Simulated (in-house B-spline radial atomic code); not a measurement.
**Binding energies in the tellurium ion Te⁴¹⁺**

NIST's tabulated ground configuration is [Ne] 3s1; each binding energy is the energy of the ion with one electron taken from that subshell, relaxed, less that of the parent. Computed with a radial B-spline atomic code at the basis-set limit: Dirac-Hartree-Fock, average of configuration, Fermi nucleus of rms radius 4.7423 fm. Energies include first-order Breit, QED and recoil terms.

| subshell | X-ray name | binding energy (eV) | -ε (eV) | relaxation (eV) |
| --- | --- | --- | --- | --- |
| 2p1/2 | L2 | 7194 | 7209.8 | 4.2 |
| 2p3/2 | L3 | 6911.6 | 6923.3 | 3.7 |
| 3s | M1 | 3039.8 | 3043.0 | 0.1 |

Relaxation = -ε minus the binding energy without Breit, QED and recoil terms.

Emission lines follow as differences of binding energies, with λ = 12398.42 eV·Å / E:

```
 line       holes  energy (eV)  wavelength (Å)
L3-M1  2p3/2 → 3s       3871.8          3.2022
```

Problem. What does it cost to remove both a 2p3/2 and a 3s electron?

Solution. 10062 eV, which is 110.7 eV more than the two single binding energies together.
